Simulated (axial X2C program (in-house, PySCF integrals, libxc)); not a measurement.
# Spin–orbit splitting of π states down a group (EOM-EA-CCSD)

Computed with an in-house all-electron X2C program for linear molecules (integrals from PySCF): two-component X2C with atomic mean-field Coulomb and Gaunt terms, Dyall basis sets with cores contracted in-house.

The first pair of π-type roots with Ω = 1/2 and 3/2, reached by adding an electron to a closed-shell reference; vertical energies, inner shells frozen. Splitting means E(3/2) − E(1/2).

Basis sets: Al dyall-av3z, In dyall-acv3z, Li dyall-acv3z, Tl dyall-acv3z. Correlated electrons in EOM-CCSD (inner shells frozen, about 90 virtual spinors): LiAl²⁺ 2, LiIn²⁺ 12, LiTl²⁺ 12.

```json
{"species": "LiAl⁺", "reference": "LiAl²⁺", "R (Å)": "3.035", "main character": "85% Al pπ, 8% Li pπ", "spinor gap ε(3/2) − ε(1/2), HF (cm⁻¹)": "70"}
{"species": "LiIn⁺", "reference": "LiIn²⁺", "R (Å)": "3.210", "main character": "83% In pπ, 10% Li pπ", "spinor gap ε(3/2) − ε(1/2), HF (cm⁻¹)": "1270"}
{"species": "LiTl⁺", "reference": "LiTl²⁺", "R (Å)": "3.223", "main character": "78% Tl pπ, 14% Li pπ", "spinor gap ε(3/2) − ε(1/2), HF (cm⁻¹)": "3910"}
```

(1) Should these pairs be regular or inverted?

EOM-EA-CCSD gives:

| species | binding Ω = 1/2 (eV) | binding Ω = 3/2 (eV) | splitting (cm⁻¹) | lowest root? |
| --- | --- | --- | --- | --- |
| LiAl⁺ | 10.473 | 10.464 | 72 | no |
| LiIn⁺ | 9.910 | 9.747 | 1313 | no |
| LiTl⁺ | 9.809 | 9.324 | 3913 | no |

A negative binding energy means unbound at this level; the spinor gap is withheld where the HF spinor is unbound or of another character. A small p share on a heavy partner can supply much of the splitting, and mixing of Ω = 1/2 with σ states shifts it further.

(2) With what power of Z of the atom that holds the π orbital does the splitting grow here (least-squares line in log–log)?

States that need a further excitation are missing; levels can be off by some tenths of an eV, splittings by less.

Answers

(1) Regular: one electron outside a closed shell puts Ω = 1/2 lowest, with the sign of the spinor gap.

(2) About Z^2.2 on average, though single steps scatter about that; valence splittings grow roughly as Z², far more slowly than the Z⁴ of hydrogen-like ions, because inner shells screen the nucleus.
